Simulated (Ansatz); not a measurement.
Input for Ansatz (a first-principles code): R-CCSD(T)/aug-cc-pVTZ on FHSe (SMILES F[SeH]), atoms moved off the minimum. The run froze 15 orbitals, filled d shells among them.

Ansatz 0.2 input:
```yaml
crystal:
  periodic: [false, false, false]
  atoms:
    - {symbol: Se, position_ang: [-0.11919638, -0.12362019, 0.22640148]}
    - {symbol: H, position_ang: [-0.82375491, -0.84253684, -0.88237366]}
    - {symbol: F, position_ang: [0.64639785, 0.85324491, -0.92681365]}
basis:
  gaussian:
    orbitals: aug-cc-pVTZ
magnetization: {spin_polarized: false}
correlation: {method: ccsd_t, electrons: outside_noble_gas}
scf: {lower_state_search: off}
output: {forces: true}
```

The log:

```
WARN ansatz: RAYON_NUM_THREADS=1 ignored (pool sized by the plan → 1); use --threads N
Functional definition: HF
these checks for a lower state are left out or cut short: starts, cluster_reference, orbital_swaps, neighbouring_geometries, increment
integrals: 0.22 GiB planned
786 factors; integrals over basis functions are off by at most 8.2e-4 eV
mean field: 0.31 GiB planned
mean field evaluation 1: about -68025.0795 eV, gradient 2.3e1 eV
mean field evaluation 2: about -68025.1230 eV, gradient 2.3e1 eV
mean field evaluation 4: about -68026.1334 eV, gradient 2.1e0 eV
mean field evaluation 8: about -68026.1489 eV, gradient 1.2e-1 eV
mean field -68026.14901335 eV, -2499.9148664607 hartree, gradient 2.3e-6 eV, S^2 0.000000; 0 other end points of the search recorded, 0 dependent functions left out
15 core orbitals not correlated
reference -68026.14901335 eV, -2499.9148664607 hartree; 7, 7 occupied and 106, 106 virtual orbitals, 786 factors
densities: 0.77 GiB planned
second order -11.45192888 eV of doubles, -0.00000000 eV of singles
coupled cluster: 0.50 GiB planned
cycle   1  -11.55167415 eV  change   -1.0e-1 eV  update   8.0e-2
cycle   2  -11.83380502 eV  change   -2.8e-1 eV  update   2.7e-2
cycle   3  -11.91296461 eV  change   -7.9e-2 eV  update   1.3e-2
cycle   4  -11.90299760 eV  change    1.0e-2 eV  update   2.8e-3
cycle   5  -11.90229604 eV  change    7.0e-4 eV  update   1.2e-3
cycle   6  -11.90296497 eV  change   -6.7e-4 eV  update   3.7e-4
cycle   7  -11.90282027 eV  change    1.4e-4 eV  update   1.5e-4
cycle   8  -11.90277179 eV  change    4.8e-5 eV  update   4.5e-5
cycle   9  -11.90279477 eV  change   -2.3e-5 eV  update   1.7e-5
cycle  10  -11.90280040 eV  change   -5.6e-6 eV  update   5.5e-6
cycle  11  -11.90279543 eV  change    5.0e-6 eV  update   2.4e-6
perturbative correction -0.42817262 eV, -0.0157350537 hartree
the calculation of the forces begins
mean field evaluation 16: about -68026.0881 eV, gradient 5.9e-1 eV
Total energy: -68038.47998141 eV, -2500.3680211786 hartree
Atom 0 at    -0.119196    -0.123620     0.226401 Å, force    -1.252256    -1.495771     0.656402 eV/Å
Atom 1 at    -0.823755    -0.842537    -0.882374 Å, force     0.010091    -0.041506     0.640161 eV/Å
Atom 2 at     0.646398     0.853245    -0.926814 Å, force     1.242165     1.537276    -1.296562 eV/Å
Dipole moment:    -0.179646    -0.215929     0.110424 e Å
Checks for a lower state left out: starts, cluster_reference, orbital_swaps, neighbouring_geometries, increment
```

Self-consistency was reached.

Cost: very roughly 70 core-seconds.
